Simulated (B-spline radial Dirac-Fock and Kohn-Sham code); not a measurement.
**Elastic electron scattering at 3 keV, H to V**

The computed values come from a radial B-spline solver: relativistic (Dirac) partial waves in the static field of the Dirac-Fock atom with Furness-McCarthy exchange, without polarisation or absorption potentials. σ_tr1 and σ_tr2 weight the cross section with 1 − P₁ and 1 − P₂ of cos θ; "backward" is the share scattered beyond 90°.

```csv
Z,element,σ (a₀²),σ_tr1 (a₀²),σ_tr2 (a₀²),backward (%),dσ/dΩ at 90° (a₀²/sr)
1,H,0.0338,0.000729,0.00180,0.19,2.08e-05
2,He,0.0515,0.00242,0.00568,0.52,8.48e-05
3,Li,0.330,0.00536,0.0126,0.18,0.000194
3,Li,0.330,0.00536,0.0126,0.18,0.000194
4,Be,0.518,0.00947,0.0221,0.21,0.000349
5,B,0.642,0.0146,0.0338,0.27,0.000551
6,C,0.710,0.0204,0.0470,0.36,0.000800
7,N,0.747,0.0269,0.0613,0.47,0.00110
8,O,0.767,0.0339,0.0761,0.61,0.00144
9,F,0.773,0.0413,0.0912,0.78,0.00183
10,Ne,0.771,0.0489,0.106,0.99,0.00227
12,Mg,1.55,0.0664,0.141,0.72,0.00327
13,Al,1.93,0.0759,0.160,0.69,0.00384
14,Si,2.15,0.0857,0.178,0.72,0.00445
15,P,2.28,0.0959,0.197,0.79,0.00509
16,S,2.35,0.106,0.216,0.88,0.00577
17,Cl,2.38,0.117,0.234,0.99,0.00647
18,Ar,2.38,0.127,0.253,1.1,0.00719
19,K,3.16,0.139,0.273,0.95,0.00790
20,Ca,3.74,0.150,0.293,0.89,0.00861
21,Sc,3.71,0.162,0.312,0.99,0.00933
22,Ti,3.63,0.173,0.329,1.1,0.0101
23,V,3.54,0.184,0.346,1.3,0.0108
```
